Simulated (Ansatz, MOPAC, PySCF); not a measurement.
Ligands exchanged one at a time, Sn Cl-H. All species are isolated molecules in the gas phase. Strings in code marks are SMILES.

Quantity: vertical ionisation energy (energy after one electron is removed minus that of the parent at the parent's geometry), in eV.

Level 1: frozen-core CCSD(T)/def2-TZVPP // B3LYP-D3(BJ)/def2-TZVP (Ansatz, a program for electronic structure)
Level 2: B3LYP/6-31G* (LANL2DZ on Sn) // B3LYP-D3(BJ)/def2-TZVP (PySCF)
Level 3: minus the HOMO energy of PBE-D3(BJ)/def2-TZVP // B3LYP-D3(BJ)/def2-TZVP (PySCF)
Level 4: minus the HOMO energy of PM6 // B3LYP-D3(BJ)/def2-TZVP (MOPAC)

```json
[
 {"species": "`[SnH4]`", "level 1": "11.70", "level 2": "11.77", "level 3": "7.93", "level 4": "11.28"},
 {"species": "`[Cl][SnH3]`", "level 1": "11.06", "level 2": "11.00", "level 3": "7.24", "level 4": "10.60"},
 {"species": "`[Cl][SnH2][Cl]`", "level 1": "11.41", "level 2": "11.26", "level 3": "7.58", "level 4": "11.01"}
]
```
